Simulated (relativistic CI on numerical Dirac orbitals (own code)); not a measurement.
## Crystal-field levels of Cr5+, 3d

Calculated by Dirac-Coulomb-Breit CI, KLI orbitals optimised for each configuration, QED by a radiative potential, valence Slater integrals scaled by 0.9, one configuration in a parametric crystal field (own radial code).

Field parameters in Wybourne normalisation: D4h B²₀ = −7Ds, B⁴₀ = 21(Dq − Dt), B⁴₄ = 21√(5/14) Dq. The field is a parameter set, without covalency.

S and J are read from ⟨S²⟩ = S(S + 1) and ⟨J²⟩ = J(J + 1) of each level; they are not fictitious spins.

D4h, 10Dq = 24900, Ds = -1500, Dt = -540 cm⁻¹, the lowest 5 levels:

| E (cm⁻¹) | Degeneracy | Irrep | S | J |
| --- | --- | --- | --- | --- |
| 0.0 | 2 | Γ7 | 0.50 | 2.07 |
| 1652 | 2 | Γ6 | 0.50 | 1.94 |
| 2050 | 2 | Γ7 | 0.50 | 2.38 |
| 24946 | 2 | Γ7 | 0.50 | 2.16 |
| 33645 | 2 | Γ6 | 0.50 | 2.16 |

Principal g values of the ground doublet: 1.62, 1.62, 1.78.

D4h, 10Dq = 24900, Ds = -1090, Dt = -540 cm⁻¹, the lowest 5 levels:

```csv
E (cm⁻¹),Degeneracy,Irrep,S,J
0.0,2,Γ7,0.50,1.99
469,2,Γ6,0.50,1.94
914,2,Γ7,0.50,2.45
24994,2,Γ7,0.50,2.16
32052,2,Γ6,0.50,2.16
```

Principal g values of the ground doublet: 1.04, 1.04, 1.35.

The free-ion ground term has S = 1/2. Every field shown keeps that spin.

Levels of this model without a field, named by their leading LS term: ²D3/2 0, ²D5/2 903 cm⁻¹.
